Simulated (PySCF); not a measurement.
**Orbital picture of CsIn**

PBE0 at R = 3.849 Å; Cs def2-SVP with ECP46, In def2-SVP with ECP28; scalar-relativistic core potentials (PySCF 2.14). State: ¹Σ⁺ (singlet), closed shell, a second solution, started from another occupation. Only the outer orbitals are listed, counted within each symmetry, core potentials removing the inner ones.

```
orbital  occ.  ε (eV)  on Cs (%)           main shells (%)
     3π     2  -14.74        100                  100 Cs p
     3π     2  -14.74        100                  100 Cs p
     5σ     2  -14.61         99                   99 Cs p
     6σ     2   -8.46          3                   96 In s
     7σ     2   -2.76         37          62 In p, 35 Cs s
     4π     0   -1.48         18  82 In p, 10 Cs p, 8 Cs d
     4π     0   -1.48         18  82 In p, 10 Cs p, 8 Cs d
     8σ     0   -1.03         74  63 Cs s, 26 In p, 9 Cs p
```

Task: Which are the highest filled and the lowest empty level, where do they sit, and how wide is the gap?

Result: Highest filled 7σ at -2.76 eV (in %: 62 In p, 35 Cs s); lowest empty 4π at -1.48 eV (in %: 82 In p, 10 Cs p, 8 Cs d); the gap at PBE0 is 1.28 eV.

- bond order (Mayer): 0.99
- ⟨S²⟩: 0.000
- charge on Cs (Mulliken, basis-dependent): 0.21
- charge on Cs (Löwdin, basis-dependent): 0.03
- dipole moment (positive dipole means Cs(−)In(+)): -4.29 D

Closed-shell solutions of metal pairs were not tested for spin polarisation, which can lower them a little. Spin–orbit coupling is left out.
